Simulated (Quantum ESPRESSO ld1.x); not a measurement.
The mean radii <r> (bohr) of the occupied orbitals of an atom or ion are listed with their occupations. All-electron calculation, scalar-relativistic Kohn-Sham, revPBE, spin-unpolarised, spherical densities, point nucleus. Program: ld1.x of Quantum ESPRESSO 7.5.

| orbital | occ. | <r> |
|---|---|---|
| 1s | 1 | 0.03464 |

Name the element and its charge.

Answer. Z = 42, molybdenum, charge +41: Mo41+ in 1s1. The 1s radius gives Z: for a bare nucleus <r> = (2 gamma + 1)/(2Z) with gamma = sqrt(1 - (Z/c)^2), 0.03457 bohr for Z = 42, and the self-interaction of the functional makes it slightly larger (0.03464 here). The occupations add up to 1, and the charge is Z minus that.
